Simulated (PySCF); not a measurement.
## Calculated NMR parameters of C[C@@]1(F)C=CC(F)=C[SiH2]1

* Formula: C6H8F2Si
* SMILES: C[C@@]1(F)C=CC(F)=C[SiH2]1
* InChI: InChI=1S/C6H8F2Si/c1-6(8)3-2-5(7)4-9-6/h2-4H,9H2,1H3/t6-/m0/s1
* Point group of the computed structure: C1
* Degrees of unsaturation: 3
* Carbon signals: 6
* Proton signals: 6

Bonds (- single, = double, # triple, : aromatic): C1-C2, C2-F3, C2-C4, C4=C5, C5-C6, C6-F7, C6=C8, C8-Si9, Si9-C2. C1 carries H10, H11, H12; C4 carries H13; C5 carries H14; C8 carries H15; Si9 carries H16, H17. Stereochemistry as in C[C@@]1(F)C=CC(F)=C[SiH2]1. H16 is pro-R; H17 is pro-S.

Theory: structure optimised with GFN2-xTB, shieldings: GIAO PBE0/pcSseg-1, in PySCF 2.14 (equivalent nuclei averaged, non-relativistic Hamiltonian, no solvent model, a single conformation).

Referencing at the same level of theory: ¹H (31.72 ppm) and ¹³C (186.93 ppm) and ²⁹Si (349.16 ppm) against TMS; CFCl3 for ¹⁹F (170.95 ppm).

| carbon | δC, type | δH (multiplicity) | HMBC from (2–3 bonds) | span of the C tensor (ppm) |
| --- | --- | --- | --- | --- |
| C1 | 28.8, CH3 | 1.55 (m) | H13, H17, H16 | 45 |
| C2 | 91.8, C | – | H13, H14, H15, H17, H16, H10/H11/H12 | 96 |
| C4 | 153.8, CH | 6.71 (m) | H14, H17, H16, H10/H11/H12 | 214 |
| C5 | 125.4, CH | 5.78 (m) | H13, H15 | 177 |
| C6 | 175.5, C | – | H13, H14, H15, H17, H16 | 169 |
| C8 | 93.4, CH | 5.23 (m) | H14, H17, H16 | 170 |

Other nuclei:
```tsv
atoms	nucleus	environment	δ (ppm)	σ (ppm)
H17	¹H	hydrogen on a silicon bonded to 2 C, in a 6-membered ring	4.99	26.73
H16	¹H	hydrogen on a silicon bonded to 2 C, in a 6-membered ring	4.34	27.38
F7	¹⁹F	vinylic fluorine	-60.0	230.9
F3	¹⁹F	fluorine on an sp3 carbon	-206.3	377.3
Si9	²⁹Si	silicon bonded to 2 C, 2 H, in a 6-membered ring	-39.9	389.1
```

Carbon types of the structure: 2 × C, 3 × CH, 1 × CH3, leaving 2 H on heteroatoms. δC 175.5: fully substituted alkene carbon. δC 153.8, 125.4, 93.4: alkene CH. δC 91.8: allylic fully substituted sp3 carbon bonded to F and Si; pulled downfield by the heteroatom. δC 28.8: methyl carbon; saturated and bonded to C and H only. δH 6.71, 5.78, 5.23: hydrogen on an alkene CH; olefinic region.

Splittings by ¹⁹F in the carbon and heteronuclear signals aren't shown, as no couplings were computed. Shifts are as computed. Against solution values, carbons near 30 ppm lie about +3 ppm off and those near 130 ppm about +5 ppm. Of 1309 compounds with measured shifts, 239 miss one by over three times the rms of a fit or turn the order of signals round; such compounds aren't used in these exercises. Unscaled 19F shifts against computed CFCl3 carry errors that often reach 10 to 50 ppm. Multiplicities follow the n + 1 count of equivalent neighbours, as no J values were calculated; m marks all less simple cases, F and P coupling included.
